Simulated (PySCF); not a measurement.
Species: C6H6N2S.
SMILES: `NC(=S)c1ccncc1`

Torsions of this conformer, `[NH2:1][C:2](=[S:3])[c:4]1[cH:5][cH:6][n:7][cH:8][cH:9]1`: N1–C2–C4–C5 -151°, H–N1–C2–S3 -2°, H–N1–C2–S3 -169°.

The closed-shell ground state was solved at several levels (PySCF, density fitting, gas phase, non-relativistic). The structure is a single PBE0-D3(BJ)/def2-SVP conformer in the gas phase; no vibrational or solvent corrections.

```tsv
level	basis functions	total energy (Eh)	HOMO (eV)	LUMO (eV)	gap (eV)	dipole (D)
PBE0/pcSseg-1	190	-739.3489	-6.46	-2.19	4.27	3.89
mPW1PW91/pcSseg-1	190	-739.8219	-6.49	-2.21	4.28	3.88
```

(1) Estimate the row for B3LYP/def2-SVPD, a basis of 235 functions; the other rows only guide the guess.

(2) How far do the dipole and the HOMO energy spread over the levels?

## Answers

(1) Total energy -739.6161 Eh, HOMO -6.25 eV, LUMO -2.44 eV, gap 3.81 eV, dipole 3.78 D.

(2) The dipole runs from 3.78 to 3.89 D (mean 3.85 D) and the HOMO from -6.49 to -6.25 eV.
